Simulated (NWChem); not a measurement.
Program: NWChem. System: C2H5S, charge 0, spin multiplicity 2, at a geometry optimised with UPBE0/def2-SVP. The structure started from a generated list of species. Its SCF solution wasn't tested for a lower state. Level: UPBE/3-21G.

Job file:

```
start mol
memory heap 200 mb stack 900 mb global 1100 mb
geometry units angstroms nocenter noautoz noautosym
  C     -1.686378     0.147695     0.086059
  C     -0.389070    -0.515080     0.372983
  S      1.133929     0.087029    -0.197695
  H     -1.993441     0.042825    -0.974009
  H     -2.489029    -0.284667     0.702633
  H     -1.649655     1.230502     0.299010
  H     -0.350428    -1.570818     0.654604
  H      0.792383     1.394009    -0.273367
end
basis spherical
  * library 3-21g
end
dft
  xc xpbe96 cpbe96
  odft
  mult 2
  semidirect memsize 60000000 filesize 0
  iterations 100
end
task dft energy
```

Part of the output:

```
             Northwest Computational Chemistry Package (NWChem) 7.3.0
             --------------------------------------------------------

                                NWChem Input Module
                                -------------------

 Scaling coordinates for geometry "geometry" by  1.889725989
 (inverse scale =  0.529177249)

                             Geometry "geometry" -> ""
                             -------------------------

 Output coordinates in angstroms (scale by  1.889725989 to convert to a.u.)

  No.       Tag          Charge          X              Y              Z
 ---- ---------------- ---------- -------------- -------------- --------------
    1 C                    6.0000    -1.68637800     0.14769500     0.08605900
    2 C                    6.0000    -0.38907000    -0.51508000     0.37298300
    3 S                   16.0000     1.13392900     0.08702900    -0.19769500
    4 H                    1.0000    -1.99344100     0.04282500    -0.97400900
    5 H                    1.0000    -2.48902900    -0.28466700     0.70263300
    6 H                    1.0000    -1.64965500     1.23050200     0.29901000
    7 H                    1.0000    -0.35042800    -1.57081800     0.65460400
    8 H                    1.0000     0.79238300     1.39400900    -0.27336700

 Effective nuclear repulsion energy (a.u.)      99.5077112507

            Nuclear Dipole moment (a.u.)
            ----------------------------
        X                 Y               Z
 ---------------- ---------------- ----------------
     0.0000113384     0.0000094486     0.0000056692


 Summary of "ao basis" -> "" (spherical)
 ------------------------------------------------------------------------------
       Tag                 Description            Shells   Functions and Types
 ---------------- ------------------------------  ------  ---------------------
 *                           3-21g                    on all atoms

  pbe96 is a nonlocal functional; adding pw91lda local functional.

                                 NWChem DFT Module
                                 -----------------
[...]
    13      0.154626  2 C  py                28      0.136855  3 S  s

 Vector   18  Occ=0.000000D+00  E= 1.531859D-02
              MO Center=  8.1D-01,  6.1D-01, -2.0D-01, r^2= 2.8D+00
   Bfn.  Coefficient  Atom+Function         Bfn.  Coefficient  Atom+Function
  ----- ------------  ---------------      ----- ------------  ---------------
    41      1.277065  8 H  s                 30     -0.969599  3 S  py
    15     -0.542585  2 C  s                 26     -0.422250  3 S  py
    28     -0.390576  3 S  s                  7      0.236449  1 C  px
    18      0.233972  2 C  pz                40      0.198625  8 H  s
     8     -0.192188  1 C  py                22      0.185553  3 S  py

 Vector   19  Occ=0.000000D+00  E= 7.541358D-02
              MO Center=  5.5D-01,  6.1D-02, -2.0D-02, r^2= 3.3D+00
   Bfn.  Coefficient  Atom+Function         Bfn.  Coefficient  Atom+Function
  ----- ------------  ---------------      ----- ------------  ---------------
    15      1.478382  2 C  s                 28     -1.212572  3 S  s
    29      1.095345  3 S  px                16      0.789968  2 C  px
    41      0.686653  8 H  s                 39     -0.391664  7 H  s
    31     -0.364520  3 S  pz                25      0.284231  3 S  px
    12      0.245862  2 C  px                18     -0.246894  2 C  pz

   alpha - beta orbital overlaps
   -----------------------------

   alpha      1      2      3      4      5      6      7      8      9     10
    beta      1      2      3      4      5      6      7      8      9     10
 overlap   1.000  1.000  1.000  1.000  1.000  0.999  0.999  0.998  0.999  0.997

   alpha     11     12     13     14     15     16     17     18     19     20
    beta     12     11     13     14     15     16     17     18     19     20
 overlap   0.776  0.780  0.991  0.998  0.994  0.984  0.985  0.996  0.996  0.993

   alpha     21     22     23     24     25     26     27     28     29     30
    beta     21     22     23     24     25     26     27     28     29     30
 overlap   0.992  0.997  0.998  0.999  0.999  0.974  0.964  0.983  0.982  0.842

   alpha     31     32     33     34     35     36     37     38     39     40
    beta     31     32     33     34     35     36     37     38     39     40
 overlap   0.859  0.934  0.964  0.998  0.998  0.992  0.991  0.997  0.998  0.998

   alpha     41
    beta     41
 overlap   0.999

     --------------------------
     Expectation value of S2:
     --------------------------
      <S2> =      0.7525 (Exact =     0.7500)

 center of mass
 --------------
 x =   0.17388440 y =  -0.02502402 z =  -0.01239383

 moments of inertia (a.u.)
 ------------------
          52.808301366797         -10.340905041802          40.587690354464
         -10.340905041802         340.465009611956          14.289356946900
          40.587690354464          14.289356946900         357.161470467179

     Multipole analysis of the density
     ---------------------------------

     L   x y z        total         alpha         beta         nuclear
     -   - - -        -----         -----         ----         -------
     0   0 0 0     -0.000000    -17.000000    -16.000000     33.000000

     1   1 0 0     -0.535172     -0.053717     -0.481466      0.000011
     1   0 1 0      0.298942      0.436317     -0.137384      0.000009
     1   0 0 1     -0.049585     -0.280755      0.231164      0.000006

     2   2 0 0    -20.634939   -105.078091   -101.913915    186.357068
     2   1 1 0      0.795316     -2.615717     -2.071515      5.482548
     2   1 0 1     -0.181447     10.890771     10.621038    -21.693256
     2   0 2 0    -17.941270    -23.781579    -22.198427     28.038736
     2   0 1 1     -0.814446      4.474641      4.120141     -9.409228
     2   0 0 2    -21.644107    -18.636335    -15.647545     12.639773

 Task  times  cpu:        1.8s     wall:        1.8s

 Total times  cpu:        1.8s     wall:        1.8s
```
